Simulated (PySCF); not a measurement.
rhodium atom (Rh), quartet (core potentials on Rh); PySCF with HF/def2-SVP.

The PySCF input:
```python
from pyscf import gto, scf

mol = gto.Mole()
mol.atom = '''
    Rh    0.00000000    0.00000000    0.00000000
'''
mol.basis = 'def2-svp'
mol.ecp = {'Rh': 'def2-svp'}
mol.spin = 3
mol.verbose = 4
mol.build()

mf = scf.UHF(mol)
mf.kernel()
mf.analyze()
```

It wrote (shortened):

```
PySCF version 2.14.0

[INPUT] verbose = 4
[INPUT] num. atoms = 1
[INPUT] num. electrons = 17
[INPUT] charge = 0
[INPUT] spin (= nelec alpha-beta = 2S) = 3
[INPUT] symmetry False subgroup None
[INPUT] Mole.unit = angstrom
[INPUT] Symbol           X                Y                Z      unit          X                Y                Z       unit  Magmom
[INPUT]  1 Rh     0.000000000000   0.000000000000   0.000000000000 AA    0.000000000000   0.000000000000   0.000000000000 Bohr   0.0

nuclear repulsion = 0
number of shells = 11
number of NR pGTOs = 57
number of NR cGTOs = 31
basis = def2-svp
ecp = {'Rh': 'def2-svp'}

******** <class 'pyscf.scf.uhf.UHF'> ********
method = UHF
initial guess = minao
damping factor = 0
level_shift factor = 0
DIIS = <class 'pyscf.scf.diis.CDIIS'>
diis_start_cycle = 1
diis_space = 8
diis_damp = 0
SCF conv_tol = 1e-09
SCF conv_tol_grad = None
SCF max_cycles = 50
direct_scf = True
direct_scf_tol = 1e-13
number electrons alpha = 10  beta = 7
Set gradient conv threshold to 3.16228e-05
init E= -99.2637978979683

cycle= 1 E= -109.603299961878  delta_E= -10.3  |g|= 0.477  |ddm|= 2.13
cycle= 2 E= -109.65896227558  delta_E= -0.0557  |g|= 0.166  |ddm|= 0.708
cycle= 3 E= -109.671057204108  delta_E= -0.0121  |g|= 0.0315  |ddm|= 0.221
cycle= 4 E= -109.672139716997  delta_E= -0.00108  |g|= 0.0154  |ddm|= 0.064
cycle= 5 E= -109.672880514121  delta_E= -0.000741  |g|= 0.0165  |ddm|= 0.0343
cycle= 6 E= -109.669637285296  delta_E= 0.00324  |g|= 0.0082  |ddm|= 0.185
cycle= 7 E= -109.669237962382  delta_E= 0.000399  |g|= 0.00401  |ddm|= 0.0765
cycle= 8 E= -109.669261377679  delta_E= -2.34e-05  |g|= 0.00286  |ddm|= 0.0294
cycle= 9 E= -109.669329981735  delta_E= -6.86e-05  |g|= 0.00262  |ddm|= 0.0211
cycle= 10 E= -109.669349015274  delta_E= -1.9e-05  |g|= 0.00267  |ddm|= 0.00525
cycle= 11 E= -109.669311158615  delta_E= 3.79e-05  |g|= 0.00239  |ddm|= 0.0106
cycle= 12 E= -109.669269355083  delta_E= 4.18e-05  |g|= 0.0016  |ddm|= 0.0223
cycle= 13 E= -109.669260372313  delta_E= 8.98e-06  |g|= 0.00047  |ddm|= 0.0313
cycle= 14 E= -109.669260506885  delta_E= -1.35e-07  |g|= 8.39e-05  |ddm|= 0.0025
cycle= 15 E= -109.6692605192  delta_E= -1.23e-08  |g|= 1.79e-05  |ddm|= 0.000685
cycle= 16 E= -109.669260519793  delta_E= -5.93e-10  |g|= 8.38e-06  |ddm|= 5.48e-05
Extra cycle  E= -109.669260519978  delta_E= -1.85e-10  |g|= 6.04e-06  |ddm|= 2.25e-05
converged SCF energy = -109.669260519978  <S^2> = 3.7532886  2S+1 = 4.0016439
**** SCF Summaries ****
Total Energy =                        -109.669260519977783
Nuclear Repulsion Energy =               0.000000000000000
One-electron Energy =                 -193.929343430095173
Two-electron Energy =                   84.260082910117390
Two-electron Coulomb Energy =           94.919599932414769
DFT Exchange-Correlation Energy =      -10.659517022297379
**** MO energy ****
                             alpha | beta                alpha | beta
MO #1   energy= -3.83939153875365  | -3.69844508929148  occ= 1 | 1
MO #2   energy= -2.49958538852972  | -2.34223296165596  occ= 1 | 1
MO #3   energy= -2.49958130717699  | -2.2606125704317   occ= 1 | 1
MO #4   energy= -2.3790076909097   | -2.2606098346984   occ= 1 | 1
MO #5   energy= -0.516283400856478 | -0.367995686669256 occ= 1 | 1
MO #6   energy= -0.516283334134321 | -0.367993109257767 occ= 1 | 1
MO #7   energy= -0.432557975522374 | -0.341200350266388 occ= 1 | 1
MO #8   energy= -0.432556504654725 | 0.0181074951395166 occ= 1 | 0
MO #9   energy= -0.418264566732522 | 0.081649231125042  occ= 1 | 0
MO #10  energy= -0.236563681466128 | 0.0816493996596769 occ= 1 | 0
MO #11  energy= 0.0396164324880029 | 0.0864642112967644 occ= 0 | 0
MO #12  energy= 0.039616932498992  | 0.127979467911651  occ= 0 | 0
MO #13  energy= 0.0546220816483882 | 0.127979565940238  occ= 0 | 0
MO #14  energy= 0.176558254745308  | 0.235263591983428  occ= 0 | 0
MO #15  energy= 0.411234271401726  | 0.487156638269469  occ= 0 | 0
MO #16  energy= 0.411235682853687  | 0.487157026280867  occ= 0 | 0
MO #17  energy= 0.456922162278168  | 0.496489634037031  occ= 0 | 0
MO #18  energy= 0.463951685180621  | 0.524734615539985  occ= 0 | 0

spin_pop of  0 Rh 4s        0.00077
spin_pop of  0 Rh 5s        0.99218
spin_pop of  0 Rh 6s        0.00314
spin_pop of  0 Rh 7s        0.00215
spin_pop of  0 Rh 8s        0.00079
spin_pop of  0 Rh 4px      -0.00050
spin_pop of  0 Rh 4py      -0.00555
spin_pop of  0 Rh 4pz      -0.00550
spin_pop of  0 Rh 5px       0.00010
spin_pop of  0 Rh 5py       0.00235
spin_pop of  0 Rh 5pz       0.00233
spin_pop of  0 Rh 6px       0.00023
spin_pop of  0 Rh 6py       0.00302
spin_pop of  0 Rh 6pz       0.00300
spin_pop of  0 Rh 4dxy      0.01894
spin_pop of  0 Rh 4dyz      0.01456
spin_pop of  0 Rh 4dz^2     0.01883
spin_pop of  0 Rh 4dxz      0.77172
spin_pop of  0 Rh 4dx2-y2    0.98220
spin_pop of  0 Rh 5dxy     -0.00495
spin_pop of  0 Rh 5dyz     -0.01349
spin_pop of  0 Rh 5dz^2    -0.00471
spin_pop of  0 Rh 5dxz      0.21418
spin_pop of  0 Rh 5dx2-y2    0.00368
spin_pop of  0 Rh 4f-3      0.00000
spin_pop of  0 Rh 4f-2      0.00001
spin_pop of  0 Rh 4f-1      0.00017
spin_pop of  0 Rh 4f+0      0.00017
spin_pop of  0 Rh 4f+1      0.00017
spin_pop of  0 Rh 4f+2      0.00001
spin_pop of  0 Rh 4f+3      0.00000
In total            10.00000 | 7.00000
Dipole moment(X, Y, Z, Debye): -0.00000,  0.00000, -0.00000
```
